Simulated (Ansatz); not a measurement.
Relaxation of CH3OSSi (7 atoms, charge -1, multiplicity 1), to a largest force component of 0.015 eV/Å in at most 40 steps.

Theory: RKS PBE0-D4/def2-SVP in Ansatz 0.2.0.

```xyz
7
Properties=species:S:1:pos:R:3:forces:R:3
O -1.443 0.443 -0.728 0.36 -0.52 0.07
C -0.285 -0.318 -0.615 -0.99 0.03 -0.98
Si 1.019 0.256 0.497 0.78 1.37 -0.57
S -0.058 -1.463 -1.819 -0.14 -0.07 0.14
H -1.479 1.032 0.036 0.15 0.03 0.13
H 0.352 0.859 1.673 -0.49 0.10 0.77
H 1.895 -0.809 0.956 0.32 -0.94 0.44
```

Q: Where does it end, and by what steps?

A: It converged. Limits of this set-up: an anion without diffuse functions, the dipole of an ion depends on the origin. After 14 steps the energy has fallen by 0.346 eV; H7 moved furthest, 0.34 Å.

```
step  energy less start (eV)  largest force component (eV/Å)  accepted
   0                  0.0000                           1.365       yes
   1                 -0.0736                           2.216       yes
   2                 -0.2005                           1.735       yes
   3                 -0.2349                           1.668       yes
   4                 -0.2924                           1.163       yes
   5                 -0.3090                           0.340       yes
   6                 -0.3427                           0.189       yes
   7                 -0.3447                           0.110       yes
   8                 -0.3456                           0.060       yes
   9                 -0.3458                           0.063       yes
  10                 -0.3458                           0.060       yes
  11                 -0.3461                           0.043       yes
  12                 -0.3462                           0.024       yes
  13                 -0.3462                           0.017        no
  14                 -0.3463                           0.004       yes
```

```xyz
7
Properties=species:S:1:pos:R:3
O -1.410 0.338 -0.562
C -0.218 -0.286 -0.709
Si 1.209 0.425 0.376
S -0.091 -1.423 -1.909
H -1.293 0.882 0.235
H 0.209 0.934 1.471
H 1.594 -0.869 1.098
```

Whether the end is a true minimum wasn't checked by a vibrational analysis.

Time of the run: 49 s on 1 thread of Arm Neoverse V1, with other jobs on the host, peak memory 0.15 GiB.
